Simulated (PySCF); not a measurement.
## Relaxation of singlet MgBr₃⁻

Level of theory: PySCF, PBE0, basis Mg def2-SVPD, Br def2-SVPD (no relativity, density fitting). A (50,194) grid was used.

A hand-made trigonal planar start, of D3h symmetry, held to at least that symmetry:

```xyz
4
charge -1 multiplicity 1, angstrom
Mg    0.0000    0.0000    0.0000
Br    2.5300    0.0000    0.0000
Br   -1.2650    2.1910    0.0000
Br   -1.2650   -2.1910    0.0000
```

Optimiser trace:
```tsv
step	E − E(last) (kJ/mol)	largest gradient (Eh/bohr)
0	5.38	0.00956
1	2.09	0.00619
2	0.04	0.00087
3	0.00	0.00007
```

It ends at D3h with Mg–Br 2.458 Å (×3); Br–Mg–Br 120.0° (×3). A frequency run shows a minimum.

Final geometry:
Z-matrix (Å, degrees; charge -1 multiplicity 1):
```
Mg
Br 1 2.4584
Br 1 2.4583 2 120.00
Br 1 2.4583 2 120.00 3 180.00
```

The relaxation took of the order of 60 core-seconds on a shared host.
